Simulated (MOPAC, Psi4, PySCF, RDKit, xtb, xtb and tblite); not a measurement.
Two geometries of SMILES C=CCCN (C₄H₉N), relaxed at GFN2-xTB with one dihedral held; other torsions can differ between them too.

Structure A

```
14

C     -2.3742     0.3892     0.1205
C     -1.3535    -0.2327    -0.4399
C     -0.0425    -0.4840     0.2324
C      1.0905     0.3382    -0.4273
N      0.7689     1.7236    -0.7058
H     -2.3338     0.7406     1.1393
H     -3.2970     0.5654    -0.4059
H     -1.4203    -0.5738    -1.4663
H     -0.1201    -0.2068     1.2871
H      0.2146    -1.5434     0.1727
H      1.3570    -0.1232    -1.3833
H      1.9734     0.3176     0.2158
H     -0.0382     1.7763    -1.3188
H      0.5261     2.2067     0.1536
```

Structure B

```
14

C     -2.3580     0.4120     0.1382
C     -1.3452    -0.2139    -0.4328
C     -0.0361    -0.4920     0.2307
C      1.0985     0.3307    -0.4191
N      1.1032     1.7364    -0.0686
H     -2.3146     0.7439     1.1635
H     -3.2782     0.6099    -0.3851
H     -1.4137    -0.5333    -1.4649
H     -0.0894    -0.2558     1.2961
H      0.2021    -1.5534     0.1245
H      1.0276     0.2568    -1.5073
H      2.0635    -0.0832    -0.1123
H      0.2261     2.1664    -0.3459
H      1.1920     1.8457     0.9365
```

Task: Which is lower in energy at the level M06-2X/def2-TZVP // GFN2-xTB in Psi4, and by how much?

Result: B is lower, by 3.43 kJ/mol (dihedral C2–C3–C4–N5: 45° in A, 75° in B).

E(B) − E(A) in kJ/mol at the other levels, on the same two geometries: GFN2-xTB (xtb and tblite) -1.90; MMFF94 // GFN2-xTB (RDKit) -3.16; PBE/def2-TZVP // GFN2-xTB (Psi4) -4.36; PBE-D3(BJ)/def2-TZVP // GFN2-xTB (Psi4) -3.89; UFF // GFN2-xTB (RDKit) -6.29; PM6, restricted, heats of formation // GFN2-xTB (MOPAC) -1.79; AM1, restricted, heats of formation // GFN2-xTB (MOPAC) -0.66; GFN1-xTB // GFN2-xTB (xtb) -1.60; restricted B3LYP/6-31G*, spherical d // GFN2-xTB (PySCF) -3.82; restricted MP2 (frozen core)/6-31G*, spherical d // GFN2-xTB (PySCF) -2.70; restricted B3LYP/3-21G // GFN2-xTB (PySCF) -2.35; restricted Hartree-Fock/STO-3G // GFN2-xTB (PySCF) -1.80.
